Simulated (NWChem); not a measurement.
System: SnNH$_{2}$Cl, singlet; SMILES [NH2][Sn][Cl]

```xyz
5

Sn    -0.3526    -0.4742     0.0000
Cl     0.1032     1.9135     0.0000
N      1.6388    -0.9532     0.0000
H      2.0241    -1.9029     0.0000
H      2.3785    -0.2421     0.0000
```
Atoms are numbered in this order, from 1.

Program: NWChem. Medium grid unless said otherwise, to which SCAN and Minnesota functionals are sensitive. Low-valent species are run as closed-shell singlets; no triplet was tried in these runs. Geometry: optimised at PBE-D3(BJ)/def2-SVP. def2 effective core potentials on Sn; no spin-orbit coupling. Total energies of different functionals are on different scales.

```csv
level,energy (Ha),highest occupied level (eV),orbital gap (eV),dipole (D)
B3LYP/def2-SVP,-730.4227,-7.01,4.83,3.20
PBE/def2-SVP,-730.0792,-5.99,3.36,3.13
M06/def2-SVP,-730.3728,-7.23,5.18,3.34
N12/def2-SVP,-730.8687,-5.78,3.34,3.23
r2SCAN0/def2-SVP,-730.3127,-7.55,5.54,3.38
LRC-wPBEh/def2-SVP,-730.1452,-9.17,8.76,3.37
MN15/def2-SVP,-729.6678,-8.00,6.38,3.35
```
